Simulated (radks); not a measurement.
Problem. All-electron atom: La3+ in [Kr] 4d10 5s2 5p5 4f1 (not the ground configuration). Method: Dirac Kohn-Sham, LDA (Slater exchange, Perdew-Zunger correlation), spin-unpolarised, spherical densities, finite nucleus; open shells are shared between the two j in proportion to 2j + 1; Fermi nuclear charge, rms radius 4.855 fm; computed with a radial shooting solver on a logarithmic mesh with Libxc functionals. Some entries of the table are withheld. Estimate them.

orbital,occ.,eigenvalue (Ry),<1/r> (bohr^-1),r(max) (bohr)
1s1/2,2,-2844.040,61.96,0.01609
2s1/2,2,-453.8222,14.58,0.09117
2p1/2,2,-428.3179,14.57,0.06951
2p3/2,4,-397.9886,13.25,0.07468
3s1/2,2,-98.04189,5.247,0.2609
3p1/2,2,(1),5.163,0.2474
3p3/2,4,(2),4.834,0.2587
3d3/2,4,-62.38282,4.700,0.2080
3d5/2,6,-61.11619,4.616,0.2112
4s1/2,2,-20.84751,(3),0.6091
4p1/2,2,-16.88547,2.064,0.6195
4p3/2,4,-15.62786,1.955,0.6442
4d3/2,4,-9.12800,1.731,0.6692
4d5/2,6,-8.91145,1.704,0.6774
5s1/2,2,-4.42723,0.8535,1.415
5p1/2,1.66667,-3.34374,0.7588,1.547
5p3/2,3.33333,-3.15372,0.7231,1.612
4f5/2,0.428571,-1.79947,1.120,0.7610
4f7/2,0.571429,-1.78044,1.110,0.7665
5d3/2,0,-1.69741,0.5309,2.086
5d5/2,0,-1.67653,0.5244,2.112
6s1/2,0,-1.47762,0.3788,3.226

Solution. 
(1) 3p1/2 eigenvalue (Ry): -87.25947
(2) 3p3/2 eigenvalue (Ry): -81.34913
(3) 4s1/2 <1/r> (bohr^-1): 2.169
